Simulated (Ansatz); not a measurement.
Ansatz (a program for electronic structure) input:

Ansatz 0.2 input:
```yaml
crystal:
  periodic: [false, false, false]
  atoms:
    - {symbol: P, position_ang: [-0.00000000, 0.00000000, 0.00000000]}
    - {symbol: H, position_ang: [0.00762312, -0.00624782, 1.47869591]}
    - {symbol: H, position_ang: [-0.00762312, 0.00624782, -1.47869591]}
    - {symbol: H, position_ang: [1.42511328, 0.00614516, -0.00732092]}
    - {symbol: H, position_ang: [-0.71785160, 1.23111699, 0.00890249]}
    - {symbol: H, position_ang: [-0.70726169, -1.23726215, -0.00158157]}
basis:
  gaussian:
    orbitals: def2-TZVP
hamiltonian:
  xc: b3lyp
  dispersion: d3bj
phonons: {temperatures: {t_min: 298.15, t_max: 298.15, t_step: 100}}
```

Problem. What final total energy does it print?

Solution. -344.29965 Eh (B3LYP-D3(BJ)/def2-TZVP). The basis has 67 functions.
